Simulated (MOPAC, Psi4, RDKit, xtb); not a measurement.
Two geometries of CH5NO2Si, SMILES N[SiH2]C(=O)O, singlet, relaxed at B3LYP-D3(BJ)/def2-SVP with one dihedral held; other torsions can differ between them too.

Structure A

```
10

N     -1.7840     0.3732    -0.2744
Si    -0.4928    -0.5991     0.3421
C      1.0833     0.2543    -0.3618
O      1.3450     1.4061    -0.0975
O      1.8716    -0.5027    -1.1501
H     -2.7477     0.0720    -0.1651
H     -1.7068     1.3821    -0.1714
H     -0.2844    -0.6222     1.8237
H     -0.6683    -1.9949    -0.1386
H      2.6216     0.0607    -1.4250
```

Structure B

```
10

N      1.9994     0.1366    -0.0100
Si     0.5247    -0.6615     0.4118
C     -1.0559     0.3316    -0.1138
O     -1.6107     0.2132    -1.1814
O     -1.4564     1.2441     0.8038
H      2.2970     0.9592     0.5059
H      2.2758     0.2009    -0.9854
H      0.4913    -0.8487     1.8872
H      0.4437    -1.9434    -0.3333
H     -2.2175     1.7189     0.4163
```

Problem. Which is lower in energy at the level DF-MP2 (frozen core)/cc-pVTZ // B3LYP-D3(BJ)/def2-SVP (Psi4), and by how much?

Solution. B is lower, by 1.44 kJ/mol (dihedral N1–Si2–C3–O4: 60° in A, 90° in B).

E(B) − E(A) in kJ/mol at the other levels, on the same two geometries: MMFF94 // B3LYP-D3(BJ)/def2-SVP (RDKit) -8.17; B3LYP/def2-TZVP // B3LYP-D3(BJ)/def2-SVP (Psi4) -1.78; B3LYP-D3(BJ)/def2-TZVP // B3LYP-D3(BJ)/def2-SVP (Psi4) -1.30; PBE/def2-TZVP // B3LYP-D3(BJ)/def2-SVP (Psi4) -1.39; PBE-D3(BJ)/def2-TZVP // B3LYP-D3(BJ)/def2-SVP (Psi4) -1.13; M06-2X/def2-TZVP // B3LYP-D3(BJ)/def2-SVP (Psi4) -1.55; HF/cc-pVTZ // B3LYP-D3(BJ)/def2-SVP (Psi4) -1.50; UFF // B3LYP-D3(BJ)/def2-SVP (RDKit) 3.08; PM7, restricted, heats of formation // B3LYP-D3(BJ)/def2-SVP (MOPAC) -10.41; PM3, restricted, heats of formation // B3LYP-D3(BJ)/def2-SVP (MOPAC) -9.60; GFN1-xTB // B3LYP-D3(BJ)/def2-SVP (xtb) -1.07.
